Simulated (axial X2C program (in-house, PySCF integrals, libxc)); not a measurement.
## Estimating the spin–orbit splitting of the π levels of YS⁻

Calculated with an in-house all-electron X2C program for linear molecules (integrals from PySCF). Spin-free means the one-electron spin-free X2C Hamiltonian; two-component (2c) means X2C with spin–orbit coupling and atomic mean-field two-electron Coulomb and Gaunt terms, so the difference of the two also holds small scalar two-electron terms. Basis: Y dyall-acv3z [12s13p10d6f3g], S dyall-av3z [9s8p3d2f] (cores contracted in-house); Gaussian nuclei, density fitting, unrestricted open shells. Masses: Y 88.906 u, S 31.972 u.

Hartree–Fock at 2.326 Å, closed shell. Valence p splittings ε(p3/2) − ε(p1/2) of spherical Dirac–Hartree–Fock atoms with fractionally filled p shells: S 3p 0.090 eV.

```tsv
filled π level (eV), spin-free	Y p share	S p share
-4.33	0.05	0.69
```

(1) In first order a p shell splits by 3ζ/2 and a π orbital by ζ. Estimate the splitting of each π level from the shares.

The two-component Hartree–Fock calculation gives:

```csv
ε(ω = 1/2) (eV),σ share of it,ε(ω = 3/2) (eV),splitting (eV),estimate (eV)
-4.362,0.00,-4.304,0.06,0.04
```

The estimate leaves out the mixing of π1/2 with σ1/2 levels, which pushes the ω = 1/2 spinor up or down, the d and f parts of the orbital, small shares of the strongly split outer-core p shell of a metal, the Gaunt term (absent from the atomic values), and the change of the atomic p orbitals with charge; Löwdin shares depend on the basis.

Answers

(1) level -4.33 eV: (2/3) × (0.69 × 0.090) = 0.04 eV.
